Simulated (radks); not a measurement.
Ionisation of neutral oxygen, [He] 2s2 2p4, to [He] 2s2 2p3 as the strength of local exchange is varied. All-electron calculation, non-relativistic Kohn-Sham, Slater X-alpha exchange (alpha = 2/3 is LDA exchange), no correlation, spin-polarised, spherical densities, point nucleus; open shells are filled with parallel spins first. Program: a radial shooting solver on a logarithmic mesh with Libxc functionals.

alpha,E(O) (hartree),exchange (hartree),IE (eV),-e of the level emptied (eV),<r> of it (bohr)
0.667,-73.99553,-7.28036,11.870,5.708 (2p),1.378
0.726,-74.64201,-7.98547,12.481,6.273 (2p),1.356
0.736,-74.75207,-8.10594,12.586,6.371 (2p),1.352
0.803,-75.49317,-8.92030,13.307,7.048 (2p),1.328
0.806,-75.52650,-8.95706,13.340,7.079 (2p),1.327
0.99,-77.59523,-11.25914,15.447,9.099 (2p),1.266
1.008,-77.80017,-11.48937,15.662,9.309 (2p),1.260

NIST Atomic Spectra Database: 13.618 eV (measured). The Delta-SCF value meets it near alpha = 0.83. Open shells are spherical and high-spin; term and fine-structure splittings are not resolved.
